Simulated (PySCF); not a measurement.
## Au⁺ (gold, charge +1): r2SCANh calculation

Configuration: [Xe] 4f14 5d10, closed-shell 1S. Calculation: PySCF 2.14, in aug-cc-pVTZ-PP with one added diffuse shell each of s, p, d, f, g type with ECP60MDF (7s7p6d4f3g, 113 functions); scalar relativity through the core potential.

* Total energy: -135.3811 hartree
* One-electron energy: -232.9958 hartree
* Hartree (Coulomb) energy: 110.3036 hartree
* Exchange-correlation energy: -12.6889 hartree
* ⟨S²⟩: 0.0000
* ⟨L²⟩: 0.000
* Sum of ⟨r⟩: 24.33 bohr
* Sum of ⟨r²⟩: 39.30 bohr²
* Time after the integrals: roughly 6 core-seconds

```tsv
shell	electrons	mean orbital energy (hartree)	rms radius, mean of both spins (bohr)
5s	2	-4.41679	1.00
5p	6	-2.62154	1.16
5d	10	-0.59164	1.71
```

Energies and moments cover only the electrons outside the core potential. Spin-orbit coupling, which splits the p, d and f shells strongly at this Z, is absent.
